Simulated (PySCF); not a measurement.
In(H)(Et)(Vi), SMILES C=[CH][InH][CH2]C (C₄H₉In) (PBE0/def2-SVP optimised geometry):

```
14

In     0.648    -0.580     0.000
H      2.390    -0.580     0.000
C     -0.501     1.275     0.000
C      0.318     2.559    -0.053
H     -1.139     1.249     0.901
H     -1.200     1.216    -0.853
H      0.939     2.617    -0.961
H      1.004     2.648     0.804
H     -0.323     3.459    -0.045
C     -0.425    -2.452     0.002
C     -1.765    -2.508    -0.002
H      0.117    -3.407     0.007
H     -2.315    -3.459    -0.002
H     -2.390    -1.607    -0.008
```

Method: PBE0/def2-TZVP, def2 effective core potentials past Kr (PySCF).

Question: What are the frontier orbital energies and the dipole moment?

Answer: HOMO-2 -7.81 eV, HOMO-1 -7.51 eV, HOMO -6.91 eV, LUMO -1.51 eV, LUMO+1 0.25 eV; dipole moment 0.69 D.

On the same geometry PBE/def2-TZVP, def2 effective core potentials past Kr (PySCF 2.14.0) gives HOMO-2 -6.74 eV, HOMO-1 -6.32 eV, HOMO -5.79 eV, LUMO -2.28 eV, LUMO+1 -0.58 eV; dipole moment 0.75 D.
